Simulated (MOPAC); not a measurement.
MOPAC input (PM3):

```
PM3 PRECISE GNORM=0.05 LET XYZ GEO-OK AUX(PRECISION=9) THREADS=1
BrGa

Ga   -0.00000000 1   -0.00000000 1   -1.27263600 1
Br    0.00000000 1    0.00000000 1    1.12719200 1
```

Output:

```
 *******************************************************************************
 **                                                                           **
 **                              MOPAC v23.2.5                                **
 **                                                                           **
 *******************************************************************************
 ** MOPAC's Digital Object Identifier: https://doi.org/10.5281/zenodo.6511958 **
 **                                                                           **
 ** Please cite the open-source release paper for use of this MOPAC version:  **
 ** J. E. Moussa and J. J. P. Stewart (2026)                                  **
 ** MOPAC: An open-source semiempirical molecular orbital program             **
 ** J. Open Source Softw., 11(119), 8025, https://doi.org/10.21105/joss.08025 **
 *******************************************************************************

                              PM3 CALCULATION RESULTS

 *******************************************************************************
 *  PM3        - The PM3 Hamiltonian to be used
 *  GEO-OK     - OVERRIDE INTERATOMIC DISTANCE AND OTHER SAFETY CHECKS
 *  LET        - OVERRIDE SOME SAFETY CHECKS
 *  PRECISE    - TIGHTER CRITERIA TO BE USED
 *  XYZ        - CARTESIAN COORDINATE SYSTEM TO BE USED
 *  GNORM      - EXIT WHEN GRADIENT NORM DROPS BELOW 0.050
 *  AUX        - OUTPUT AUXILIARY INFORMATION
 *******************************************************************************
PM3 PRECISE GNORM=0.05 LET XYZ GEO-OK AUX(PRECISION=9) THREADS=1
 BrGa

   ATOM   CHEMICAL          X               Y               Z
  NUMBER   SYMBOL      (ANGSTROMS)     (ANGSTROMS)     (ANGSTROMS)

     1      Ga         -0.00000000  *  -0.00000000  *  -1.27263600  *
     2      Br          0.00000000  *   0.00000000  *   1.12719200  *

          CARTESIAN COORDINATES

    NO.       ATOM           X           Y           Z

     1        Ga         -0.0000     -0.0000     -1.2726
     2        Br          0.0000      0.0000      1.1272

 Ga: (PM3): J. J. P. STEWART, J. COMP. CHEM. 12, 320-341 (1991).
 Br: (PM3): J. J. P. STEWART, J. COMP. CHEM. 10, 209 (1989).

           Empirical Formula: Ga Br  =     2 atoms

      MOLECULAR POINT GROUP   :   C*v

      RHF CALCULATION, NO. OF DOUBLY OCCUPIED LEVELS = 5

          Geometry optimization using EF

          DIAGONAL MATRIX USED AS START HESSIAN

 CYCLE:     1  GRAD.:     2.058 HEAT: -31.55537
 CYCLE:     2  GRAD.:     3.318 HEAT: -31.54877
 CYCLE:     3  GRAD.:     0.015 HEAT: -31.55939

     GRADIENT =  0.01526 IS LESS THAN CUTOFF =  0.05000

 -------------------------------------------------------------------------------
 PM3 PRECISE GNORM=0.05 LET XYZ GEO-OK AUX(PRECISION=9) THREADS=1
 BrGa

     GEOMETRY OPTIMISED USING EIGENVECTOR FOLLOWING (EF).
     SCF FIELD WAS ACHIEVED

                              PM3 CALCULATION
                                                       MOPAC v23.2.5 Linux

          FINAL HEAT OF FORMATION =        -31.55939 KCAL/MOL =    -132.04448 KJ/MOL

          COSMO AREA              =         91.37 SQUARE ANGSTROMS
          COSMO VOLUME            =         75.95 CUBIC ANGSTROMS

          GRADIENT NORM           =          0.01526          =       0.01079 PER ATOM
          IONIZATION POTENTIAL    =         11.429728 EV
          HOMO LUMO ENERGIES (EV) =        -11.430 -1.357
          NO. OF FILLED LEVELS    =          5
          MOLECULAR WEIGHT        =        149.6390         POINT GROUP:  C*v

          MOLECULAR DIMENSIONS (Angstroms)

            Atom       Atom       Distance
           Br     2   Ga     1     2.39426
           Br     2   Ga     1     0.00000
           Ga     1   Br     2     0.00000

          SCF CALCULATIONS        =          4

   ATOM   CHEMICAL          X               Y               Z
  NUMBER   SYMBOL      (ANGSTROMS)     (ANGSTROMS)     (ANGSTROMS)

     1      Ga          0.00000000  *   0.00000000  *  -1.26985085  *
     2      Br          0.00000000  *   0.00000000  *   1.12440685  *

                             CARTESIAN COORDINATES

   1   Ga        0.000000000     0.000000000    -1.269850845
   2   Br        0.000000000     0.000000000     1.124406845

           Empirical Formula: Ga Br  =     2 atoms

      MOLECULAR POINT GROUP   :   C*v

                  EIGENVALUES
 -16.86826 -14.40497 -11.90749 -11.90749 -11.42973  -1.35703  -1.35703  -0.11685

              NET ATOMIC CHARGES AND DIPOLE CONTRIBUTIONS

  ATOM NO.   TYPE          CHARGE      No. of ELECS.   s-Pop       p-Pop
    1         Ga           0.674248        2.3258     1.98589     0.33986
    2         Br          -0.674248        7.6742     1.75688     5.91737
 DIPOLE           X         Y         Z       TOTAL
 POINT-CHG.     0.000     0.000    -7.754     7.754
 HYBRID         0.000     0.000     0.701     0.701
 SUM            0.000     0.000    -7.053     7.053

          ATOMIC ORBITAL ELECTRON POPULATIONS

     Atom    s        px        py        pz
    1 Ga   1.98589   0.03532   0.03532   0.26922
    2 Br   1.75688   1.96468   1.96468   1.98801

 **********************
 *                    *
 * JOB ENDED NORMALLY *
 *                    *
 **********************

 == MOPAC DONE ==
```

The geometry given is a B3LYP-D3(BJ)/def2-TZVP minimum.
